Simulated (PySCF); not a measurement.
**Ionisation energy of Cd⁺ by level of theory**

Cd⁺ [Kr] 4d10 5s1 (2S) → Cd²⁺ [Kr] 4d10 (1S), as a difference of total energies. All numbers are calculated (PySCF 2.14, the spin-free X2C one-electron Hamiltonian (Gaussian nucleus), in x2c-SVPall). Correlated levels: valence: [Kr] frozen. The calculations carry no spin-orbit coupling.

```
           method  ionisation energy (eV)
              UHF                  15.557
           r2SCAN                  17.029
             BP86                  17.387
    MP2 (valence)                  16.238
SCS-MP2 (valence)                  16.135
```

Errors of the correlated levels include the incompleteness of this basis and the frozen core.

**Question.** Which method comes closest to the reference value, and which is furthest?

**Answer.** The reference is 16.908 eV (measured; NIST Atomic Spectra Database, ionization energies). Closest: r2SCAN (error 0.121 eV); furthest: UHF (error -1.351 eV).
